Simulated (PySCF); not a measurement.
## Unknown compound

Molecular formula: C4H10N2OSi. Simulated spectra:

¹H NMR (300 MHz, computed): δ 7.78 (d, 1H), 6.97 (d, 1H), 5.15 (s, 2H), 3.90 (m, 1H), 3.89 (m, 1H), 2.66 (s, 3H), 0.70 (br s, 1H).

¹³C{¹H} NMR (computed): δ 170.3 (C), 152.6 (CH2), 80.9 (CH2), 27.6 (CH3).

How the numbers were obtained: geometry: GFN2-xTB, NMR shieldings at PBE0/pcSseg-1/GIAO, in PySCF 2.14 (no relativistic terms, single conformer, no solvent, fast rotation and ring inversion assumed for equivalent nuclei).

Shifts are taken against calculated references (same method and geometry level): ¹H (31.72 ppm) and ¹³C (186.93 ppm) vs TMS.

**Question.** Which candidate is it?
A. C=NC(=C)O[SiH2]NC
B. C=N[SiH2]N(C)C(C)=O
C. N[Si]1(N)CC[C@@H]1C=O

**Answer.** A. 

1. Rings plus π bonds: 2 (no ring in the answer).
2. 4 carbon signals for 4 carbons: no two carbons are equivalent.
3. Carbon types of the structure: 1 × C, 2 × CH2, 1 × CH3, leaving 3 H on heteroatoms.
4. δC 170.3: alkene carbon bearing oxygen; an sp2 carbon further deshielded by the attached heteroatom.
5. δC 152.6: C=N carbon.
6. δC 80.9: β carbon of an enol-ether or enamine type C=C; the O or N lone pair pushes π density onto this β carbon and shields it.
7. δC 27.6: methyl carbon bonded to N; deshielded by the electronegative neighbour.
8. δH 2.66: hydrogen on a methyl carbon bonded to N; its carbon carries N, which withdraws density.

The others: C=N[SiH2]N(C)C(C)=O would give 5 signals for carbon-bound and other non-exchanging H, not 6; N[Si]1(N)CC[C@@H]1C=O has carbons computed at 206.5, 66.6, 30.3, 13.9, with a different DEPT pattern.

Exchangeable OH/NH protons stand at their gas-phase positions; hydrogen bonding in a real sample shifts them, mostly to higher δ. Shifts are as computed. Against solution values, carbons near 30 ppm lie about +3 ppm off and those near 130 ppm about +5 ppm. Of 1211 compounds with measured shifts, 218 miss one by over three times the rms of a fit or turn the order of signals round; such compounds aren't used in these exercises. Multiplicities follow the n + 1 count of equivalent neighbours, as no J values were calculated; m marks all less simple cases, F and P coupling included.
